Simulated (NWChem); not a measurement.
C$_{3}$H$_{7}$N; SMILES C=CCN

```xyz
11

C      0.0311     1.8481    -0.2441
C      0.2782     0.6886     0.3664
C     -0.5341    -0.5650     0.1868
N      0.3422    -1.6887    -0.1742
H     -0.8027     1.9638    -0.9344
H      0.6448     2.7289    -0.0744
H      1.1276     0.5936     1.0426
H     -1.0101    -0.8254     1.1433
H     -1.3522    -0.3701    -0.5300
H      0.7271    -1.5317    -1.1045
H     -0.2008    -2.5488    -0.2263
```
Atoms are numbered in this order, from 1.

Level: B3LYP/6-31G* (spherical d) (NWChem), optimised geometry, unscaled harmonic frequencies. 

List the harmonic frequencies with IR intensities, and the thermochemistry.


```json
[
 {"frequency (cm⁻¹)": "118", "IR intensity (km/mol)": "0.7"},
 {"frequency (cm⁻¹)": "291", "IR intensity (km/mol)": "53.5"},
 {"frequency (cm⁻¹)": "336", "IR intensity (km/mol)": "7.8"},
 {"frequency (cm⁻¹)": "456", "IR intensity (km/mol)": "7.4"},
 {"frequency (cm⁻¹)": "655", "IR intensity (km/mol)": "7.8"},
 {"frequency (cm⁻¹)": "868", "IR intensity (km/mol)": "136.2"},
 {"frequency (cm⁻¹)": "905", "IR intensity (km/mol)": "8.2"},
 {"frequency (cm⁻¹)": "945", "IR intensity (km/mol)": "31.1"},
 {"frequency (cm⁻¹)": "957", "IR intensity (km/mol)": "22.6"},
 {"frequency (cm⁻¹)": "1040", "IR intensity (km/mol)": "14.3"},
 {"frequency (cm⁻¹)": "1076", "IR intensity (km/mol)": "8.5"},
 {"frequency (cm⁻¹)": "1173", "IR intensity (km/mol)": "7.2"},
 {"frequency (cm⁻¹)": "1204", "IR intensity (km/mol)": "2.7"},
 {"frequency (cm⁻¹)": "1318", "IR intensity (km/mol)": "2.9"},
 {"frequency (cm⁻¹)": "1332", "IR intensity (km/mol)": "3.6"},
 {"frequency (cm⁻¹)": "1424", "IR intensity (km/mol)": "13.0"},
 {"frequency (cm⁻¹)": "1481", "IR intensity (km/mol)": "11.7"},
 {"frequency (cm⁻¹)": "1531", "IR intensity (km/mol)": "0.5"},
 {"frequency (cm⁻¹)": "1695", "IR intensity (km/mol)": "25.3"},
 {"frequency (cm⁻¹)": "1735", "IR intensity (km/mol)": "3.3"},
 {"frequency (cm⁻¹)": "2962", "IR intensity (km/mol)": "76.5"},
 {"frequency (cm⁻¹)": "3039", "IR intensity (km/mol)": "36.7"},
 {"frequency (cm⁻¹)": "3153", "IR intensity (km/mol)": "15.4"},
 {"frequency (cm⁻¹)": "3167", "IR intensity (km/mol)": "7.7"},
 {"frequency (cm⁻¹)": "3235", "IR intensity (km/mol)": "22.0"},
 {"frequency (cm⁻¹)": "3466", "IR intensity (km/mol)": "3.7"},
 {"frequency (cm⁻¹)": "3553", "IR intensity (km/mol)": "0.5"}
]
```

| Quantity | Result |
|---|---|
| zero-point energy | 61.6 kcal/mol |
| thermal correction to the enthalpy at 298.15 K (with zero-point energy) | 65.4 kcal/mol |
| heat capacity Cv | 17.0 cal/(mol K) |
| entropy at 298.15 K and 1 atm (symmetry number 1) | 69.9 cal/(mol K) |
| dipole moment | 1.34 D |

Rigid rotor and harmonic oscillator.
